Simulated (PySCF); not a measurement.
Problem. Give a PBE0-D3(BJ)/def2-TZVP geometry of `ClCC(Cl)Cl` (1,1,2-trichloroethane).

Solution. 
```
atom  x, y, z in Å
Cl1   -1.6560   -0.9532   -1.0113
C2    -0.7338   -0.0983    0.2367
C3     0.6732    0.1979   -0.2253
Cl4    1.6112   -1.2746   -0.4773
Cl5    1.4388    1.2332    0.9982
H6    -0.7160   -0.7117    1.1360
H7    -1.2462    0.8407    0.4400
H8     0.6817    0.7495   -1.1621
```

Any rigid rotation of these coordinates is as good. Atoms count from 1 in this order. 

Bonds between heavy atoms (Å): Cl1–C2 1.772, C2–C3 1.510, C3–Cl4 1.764, C3–Cl5 1.776.

The calculation used PySCF 2.14.0, PBE0-D3(BJ)/def2-TZVP geometry optimisation, gas phase.

Point group: C1 (no symmetry element, even within 0.4 Å). Stationary, but not proved a minimum. One conformer, not necessarily the lowest (Cl1–C2–C3–Cl4 -65°).

---

Task: Write Cartesian coordinates for `Br[Si](Br)(Br)Br` as optimised with PBE0-D3(BJ)/def2-SVP.

Result: 
```
atom  x, y, z in Å
Br1    2.195    0.152    0.181
Si2    0.006   -0.008   -0.007
Br3   -0.491   -0.996   -1.911
Br4   -0.874    2.010    0.036
Br5   -0.798   -1.193    1.666
```

Any rigid rotation of these coordinates is as good. Atoms count from 1 in this order. All 4 Br–Si bonds measure 2.202 to 2.203 Å. Si2 (four-coordinate silicon) is tetrahedral (angles from 109.2° to 109.8°).

Bonds between heavy atoms (Å): Br1–Si2 2.202, Si2–Br3 2.202, Si2–Br4 2.202, Si2–Br5 2.203.

Level of theory: PySCF, PBE0-D3(BJ)/def2-SVP geometry optimisation, gas phase.

Point group: Td (tolerance 0.08 Å). Whether it is a minimum is left open (no frequencies).

---

Problem. Give a PBE0-D3(BJ)/def2-SVP geometry of `SCC[SiH3]`.

Solution. 
Z-matrix in Å and degrees, rows numbered from 1:
```
Si
C   1  1.8911
C   2  1.5206  1  113.68
S   3  1.8228  2  114.71  1  -176.37
H   1  1.4961  2  110.31  3    60.78
H   1  1.4946  2  110.24  3  -178.91
H   1  1.4964  2  110.36  3   -58.76
H   2  1.1029  1  108.73  3  -122.84
H   2  1.1041  1  107.93  3   122.60
H   3  1.1018  2  110.91  1   -59.32
H   3  1.1014  2  111.49  1    59.03
H   4  1.3506  3   96.42  2   -62.62
```

Si1 (SiH3 silicon) is tetrahedral (angles from 108.2° to 110.4°).

Method used: PBE0-D3(BJ)/def2-SVP geometry optimisation, gas phase in PySCF.

Stationary, but not proved a minimum. The numbers are those of one conformer (Si1–C2–C3–S4 -176°, C2–C3–S4–H -63°).

---

**Question.** Give a GFN2-xTB geometry of fluorosilane, `[SiH3]F`.

**Answer.** 
```
atom  x, y, z in Å
F1     1.496   -0.037   -0.232
Si2   -0.091    0.003    0.011
H3    -0.469    1.393   -0.190
H4    -0.279   -0.456    1.378
H5    -0.649   -0.900   -0.983
```

Orientation and origin are arbitrary. Atoms count from 1 in this order. Si2 (fluorine-bound silicon) is distorted tetrahedral (angles from 105.0° to 113.6°).

Bonds between heavy atoms (Å): F1–Si2 1.606.

Structure optimised with GFN2-xTB, isolated species.

Point group: C3v (every atom within 0.08 Å of its image). Whether it is a minimum is left open (no frequencies).

The numbers are calculated, not measured.
